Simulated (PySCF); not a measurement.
BF4, SMILES F[B-](F)(F)F, charge -1. Atoms are numbered in the order given.

```xyz
5

F      0.8165    -0.8165     0.8165
B      0.0000     0.0000     0.0000
F     -0.8165    -0.8165    -0.8165
F     -0.8165     0.8165     0.8165
F      0.8165     0.8165    -0.8165
```
Charge -1, spin multiplicity 1.

The structure is a stationary point at B3LYP-D3(BJ)/def2-SVPD.

Two levels are set side by side: PBE/pcSseg-2 (PySCF) and PBE0/pcSseg-2 (PySCF). GIAO shifts against BF3 (¹¹B), CFCl3 (¹⁹F) at the same level; non-relativistic, no solvent, atoms listed together averaged. Differences are taken from unrounded values.

```csv
quantity,PBE
"δ(¹⁹F) of F1, F3, F4, F5 (ppm)",-206.4
δ(¹¹B) of B2 (ppm),-10.4
```

Question: These are the PBE values. What does PBE0 give? (Estimate from the structure and the level; the computed values follow.)

Answer: 
```
quantity                          PBE0  PBE minus PBE0
------------------------------  ------  --------------
δ(¹⁹F) of F1, F3, F4, F5 (ppm)  -183.0           -23.4
δ(¹¹B) of B2 (ppm)               -11.5             1.0
```

Rough cost on one machine, each run with all the roots and properties that it gave: PBE0 against PBE within a factor of 2.
